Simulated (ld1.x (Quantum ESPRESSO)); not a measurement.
Which change was made? (N, TM)

```json
{
 "Element": "N",
 "Generator": "ld1.x (Quantum ESPRESSO) 7.5",
 "Type": "norm-conserving Troullier–Martins (Kleinman–Bylander form)",
 "Functional": "PBE",
 "Relativity": "scalar-relativistic",
 "Frozen core": "[He]",
 "Valence charge": "5",
 "Reference configuration": "2s2 2p3",
 "Partial waves": "2p (bound): rc 1.50 bohr; 2s (bound): rc 0.65 bohr",
 "Local potential": "the s channel",
 "Core correction": "none"
}
```

Cutoffs, loose and tight: the cutoffs (Ry, on a coarse ladder) from which the occupation-weighted sum of valence levels, in a spherical-Bessel basis at the reference potential, stays within 10 and 1 mRy of its value at 400 Ry. They do not see the model core or the augmentation charge, which bear on the density cutoff. Test errors are all-electron minus pseudo excitation energies from the reference, over the configurations 2s2 2p2; 2s2 2p1; 2s2 2p0; 2s2 2p2.5; 2s0 2p5; 2s1 2p3; 2s1 2p0; variants that change the core or the reference have their own tests.

The base gives: outcome: generated; cutoff, loose: 180 Ry; cutoff, tight: over 300 Ry; bound ghosts: none; largest test error (meV): +1207.

(1) After one change the result is: outcome: generated; cutoff, loose: 180 Ry; cutoff, tight: over 300 Ry; bound ghosts: none; largest test error (meV): +4181. Which change was it?
A. wave 2p (bound): rc 1.50 bohr becomes 2p (bound): rc 2.10 bohr
B. wave 2p (bound): rc 1.50 bohr becomes 2p (bound): rc 0.98 bohr
C. wave 2p (bound): rc 1.50 bohr becomes 2p (bound): rc 2.30 bohr
D. wave 2p (bound): rc 1.50 bohr becomes 2p (bound): rc 1.28 bohr

Answers

(1) C. The others give: wave 2p (bound): rc 1.50 bohr becomes 2p (bound): rc 0.98 bohr → outcome: generated; cutoff, loose: 180 Ry; cutoff, tight: over 300 Ry; bound ghosts: none; largest test error (meV): +663 | wave 2p (bound): rc 1.50 bohr becomes 2p (bound): rc 2.10 bohr → outcome: generated; cutoff, loose: 180 Ry; cutoff, tight: over 300 Ry; bound ghosts: none; largest test error (meV): +3314 | wave 2p (bound): rc 1.50 bohr becomes 2p (bound): rc 1.28 bohr → outcome: generated; cutoff, loose: 180 Ry; cutoff, tight: over 300 Ry; bound ghosts: none; largest test error (meV): +892.
